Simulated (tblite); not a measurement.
Compound: CH8ClO2Si3 (doublet state).
Numbering: `[SiH2:1][O:2][SiH2:3][O:4][CH2:5][SiH2:6][Cl:7]` (hydrogens: H8, H9 on Si1; H10, H11 on Si3; H12, H13 on C5; H14, H15 on Si6)

Computed with GFN2-xTB (tblite), gas phase: L-BFGS steps from a force-field or distance-geometry start until the largest atomic force falls under 0.01 eV/Å.

Step 36: E = -659.4090 eV
```
atom  x, y, z in Å  |  force x, y, z in eV/Å
Si1    -3.6128    0.1344   -0.7267    0.031   0.024   0.008
O2     -2.2191   -0.4948   -0.1721    0.012   0.018  -0.010
Si3    -0.9621   -0.8898    0.7649    0.000  -0.020   0.013
O4      0.4650   -0.6809    0.0360    0.010  -0.026  -0.004
C5      1.1242    0.4957   -0.3787   -0.001  -0.008  -0.009
Si6     2.8490   -0.0569   -0.9708   -0.014   0.023   0.007
Cl7     3.8681    1.5787   -1.5747   -0.014  -0.019   0.004
H8     -4.2350    0.8880    0.3552   -0.009  -0.016  -0.020
H9     -3.2842    0.9062   -1.9203    0.022  -0.021   0.028
H10    -0.9256   -2.3294    0.9200   -0.031  -0.027   0.002
H11    -1.0897   -0.0741    1.9707    0.011   0.013  -0.003
H12     0.5388    0.9788   -1.1690    0.003   0.026   0.005
H13     1.1728    1.2000    0.4598    0.006   0.020  -0.031
H14     2.7333   -0.9772   -2.0988   -0.018   0.014   0.009
H15     3.5729   -0.6708    0.1394   -0.007  -0.001   0.002
```

Step 37: E = -659.4093 eV
```
atom  x, y, z in Å  |  force x, y, z in eV/Å
Si1    -3.6119    0.1340   -0.7265    0.031   0.024   0.006
O2     -2.2177   -0.4939   -0.1722    0.011   0.017  -0.005
Si3    -0.9623   -0.8901    0.7664    0.009  -0.017  -0.013
O4      0.4646   -0.6822    0.0359    0.015   0.000  -0.005
C5      1.1232    0.4955   -0.3788    0.008  -0.004  -0.011
Si6     2.8494   -0.0561   -0.9711   -0.033   0.021   0.013
Cl7     3.8697    1.5787   -1.5755   -0.018  -0.022   0.006
H8     -4.2349    0.8870    0.3552   -0.010  -0.015  -0.019
H9     -3.2814    0.9053   -1.9197    0.019  -0.018   0.025
H10    -0.9288   -2.3296    0.9193   -0.028  -0.034   0.007
H11    -1.0890   -0.0738    1.9710    0.010   0.017   0.007
H12     0.5382    0.9794   -1.1698    0.008   0.011   0.022
H13     1.1723    1.2006    0.4598    0.000   0.004  -0.042
H14     2.7317   -0.9765   -2.0990   -0.015   0.016   0.012
H15     3.5724   -0.6704    0.1398   -0.008   0.001  -0.003
```

Step 38: E = -659.4098 eV
```
atom  x, y, z in Å  |  force x, y, z in eV/Å
Si1    -3.6095    0.1339   -0.7267    0.028   0.012   0.006
O2     -2.2166   -0.4943   -0.1706    0.014   0.013   0.005
Si3    -0.9620   -0.8914    0.7689    0.021  -0.011  -0.043
O4      0.4640   -0.6825    0.0352    0.015   0.032  -0.004
C5      1.1213    0.4969   -0.3797    0.014   0.002  -0.010
Si6     2.8487   -0.0545   -0.9711   -0.049   0.008   0.018
Cl7     3.8744    1.5761   -1.5773   -0.022  -0.020   0.008
H8     -4.2357    0.8846    0.3540   -0.014  -0.008  -0.012
H9     -3.2737    0.9046   -1.9176    0.018  -0.007   0.011
H10    -0.9317   -2.3313    0.9176   -0.022  -0.034   0.013
H11    -1.0879   -0.0743    1.9727    0.011   0.016   0.013
H12     0.5369    0.9823   -1.1711    0.011  -0.012   0.037
H13     1.1707    1.2033    0.4583   -0.005  -0.014  -0.046
H14     2.7270   -0.9752   -2.0987   -0.009   0.018   0.015
H15     3.5697   -0.6700    0.1411   -0.011   0.005  -0.011
```

Step 39: E = -659.4103 eV
```
atom  x, y, z in Å  |  force x, y, z in eV/Å
Si1    -3.6060    0.1341   -0.7271    0.022  -0.005   0.003
O2     -2.2162   -0.4964   -0.1670    0.018   0.010   0.012
Si3    -0.9608   -0.8934    0.7712    0.027  -0.005  -0.054
O4      0.4635   -0.6810    0.0339    0.012   0.048   0.000
C5      1.1192    0.4999   -0.3814    0.012   0.008  -0.005
Si6     2.8466   -0.0528   -0.9709   -0.048  -0.008   0.017
Cl7     3.8807    1.5711   -1.5796   -0.024  -0.016   0.010
H8     -4.2375    0.8816    0.3519   -0.017   0.001  -0.003
H9     -3.2622    0.9042   -1.9148    0.017   0.007  -0.005
H10    -0.9327   -2.3343    0.9153   -0.014  -0.022   0.017
H11    -1.0869   -0.0757    1.9752    0.015   0.006   0.008
H12     0.5351    0.9868   -1.1723    0.007  -0.030   0.033
H13     1.1682    1.2076    0.4554   -0.007  -0.021  -0.031
H14     2.7199   -0.9738   -2.0978   -0.005   0.017   0.017
H15     3.5647   -0.6700    0.1428   -0.015   0.010  -0.018
```

Task: Estimate the geometry and energy of step 40. (The exact step hangs on the optimiser's Hessian estimate; all steps are aligned on step 39, rigid shifts and turns removed.)

Result: E = -659.4107 eV, largest force 0.048 eV/Å
```
atom  x, y, z in Å  |  force x, y, z in eV/Å
Si1    -3.6018    0.1345   -0.7274    0.013  -0.017   0.000
O2     -2.2165   -0.4998   -0.1621    0.017   0.008   0.013
Si3    -0.9584   -0.8957    0.7727    0.023   0.000  -0.042
O4      0.4633   -0.6776    0.0321    0.007   0.039   0.005
C5      1.1173    0.5040   -0.3834    0.005   0.013   0.002
Si6     2.8433   -0.0513   -0.9703   -0.030  -0.019   0.009
Cl7     3.8868    1.5652   -1.5818   -0.026  -0.011   0.011
H8     -4.2403    0.8788    0.3490   -0.016   0.006   0.002
H9     -3.2493    0.9046   -1.9117    0.016   0.018  -0.015
H10    -0.9316   -2.3377    0.9131   -0.004  -0.004   0.017
H11    -1.0862   -0.0781    1.9777    0.022  -0.008  -0.005
H12     0.5332    0.9919   -1.1730   -0.005  -0.036   0.011
H13     1.1656    1.2126    0.4515   -0.003  -0.013  -0.002
H14     2.7119   -0.9728   -2.0959   -0.002   0.012   0.012
H15     3.5582   -0.6707    0.1444   -0.017   0.012  -0.019
```

The energy changes by -0.0005 eV. The first-order estimate −F·Δx gives -0.0007 eV and the mean of the old and new forces, exact on a quadratic surface, -0.0005 eV. The step makes an angle of 78° with the force vector and moves no atom by more than 0.013 Å.

The cost below is that of the whole relaxation. The run took 1.7 s on one thread of an Arm Neoverse V1, no GPU, on a shared host.
